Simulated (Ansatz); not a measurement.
Basis sets compared for GaF₃. The state is a singlet with charge 0. Geometry PBE-D4/def2-TZVP. Ansatz on 4 threads of Arm Neoverse V1 on a shared host; times are rough, and most runs start from earlier orbitals.

```csv
atom,x (Å),y (Å),z (Å)
Ga1,0.000,0.000,0.000
F2,1.689,-0.077,-0.433
F3,-1.204,-0.693,-1.058
F4,-0.486,0.769,1.491
```

The 6-31G sets use Cartesian d functions. B3LYP takes the VWN-RPA correlation.

Binding counts from free atoms (Ga doublet, F doublet) in the same basis, without a counterpoise term.

| level | functions | energy (Eh) | HOMO (eV) | LUMO (eV) | binding per atom (eV) | wall time |
| --- | --- | --- | --- | --- | --- | --- |
| HF/STO-3G | 33 | -2194.9940 | -8.51 | 5.81 | – | 0.35 s |
| HF/6-31G | 56 | -2221.3100 | -16.85 | 0.52 | 2.26 | 0.56 s |
| PBE-D4/def2-SVP | 74 | -2223.4418 | -9.24 | -3.40 | 3.77 | 0.75 s |
| PBE-D4/def2-TZVP | 141 | -2224.0708 | -9.63 | -3.58 | 3.73 | 0.8 s |
| r2SCAN-D4/def2-TZVP (with forces) | 141 | -2224.5109 | -10.14 | -3.26 | 3.66 | 2.3 s |
| B3LYP-D4/6-31G | 56 | -2224.1569 | -11.00 | -3.13 | 3.44 | 0.86 s |
| B3LYP-D4/def2-TZVP | 141 | -2224.6919 | -11.44 | -3.00 | 3.54 | 1.4 s |
| PBE0-D4/def2-SVP | 74 | -2223.4756 | -11.46 | -2.45 | 3.56 | 1.2 s |
| PBE0-D4/def2-TZVP | 141 | -2224.1022 | -11.74 | -2.56 | 3.55 | 1.7 s |

Question: Estimate the rows for PBE-D4/def2-TZVPD, r2SCAN-D4/def2-TZVPD, PBE0-D4/def2-TZVPD.

Answer: 
| level | functions | energy (Eh) | HOMO (eV) | LUMO (eV) | binding per atom (eV) | wall time |
| --- | --- | --- | --- | --- | --- | --- |
| PBE-D4/def2-TZVPD | 174 | -2224.0752 | -9.73 | -3.71 | 3.73 | 2.2 s |
| r2SCAN-D4/def2-TZVPD | 174 | -2224.5142 | -10.20 | -3.35 | 3.67 | 3.4 s |
| PBE0-D4/def2-TZVPD | 174 | -2224.1057 | -11.81 | -2.71 | 3.55 | 3.1 s |
